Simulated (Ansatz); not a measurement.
Ansatz (a program for electronic structure) input (CAM-B3LYP/def2-TZVPD):

Ansatz 0.2 input:
```yaml
crystal:
  periodic: [false, false, false]
  atoms:
    - {symbol: Si, position_ang: [-0.87920555, -0.78195471, 1.06171613]}
    - {symbol: H, position_ang: [-1.89911641, -1.21899959, 0.01694135]}
    - {symbol: Br, position_ang: [0.40594269, 0.34761045, -0.42517049]}
basis:
  gaussian:
    orbitals: def2-TZVPD
hamiltonian:
  xc: {name: CAM-B3LYP}
total_charge: -1
magnetization: {spin_polarized: true, initial_magnetization: 1}
```

Output:

```
Functional definition: CAM-B3LYP
integrals: 0.04 GiB planned
791 factors; their error is unknown
integrals: 0.08 GiB planned
205 factors; integrals over basis functions are off by at most 1.9e-4 eV
mean field: 0.63 GiB planned
mean field evaluation 1: about -77942.9909 eV, gradient 1.8e1 eV
mean field evaluation 2: about -77943.5573 eV, gradient 1.8e1 eV
mean field evaluation 4: about -77944.5493 eV, gradient 5.0e-1 eV
mean field evaluation 8: about -77944.7994 eV, gradient 2.0e-1 eV
mean field evaluation 16: about -77944.7996 eV, gradient 2.5e-4 eV
mean field -77944.79955215 eV, -2864.4185506589 hartree, gradient 4.2e-5 eV, S^2 0.758060; 0 other end points of the search recorded, 0 dependent functions left out
reference -77944.79965186 eV, -2864.4185543230 hartree; 26, 25 occupied and 83, 84 virtual orbitals, 791 factors
Total energy: -77944.79965186 eV, -2864.4185543230 hartree
```

This state (charge -1, doublet) is run at the relaxed geometry of the species with charge 0 and multiplicity 1.
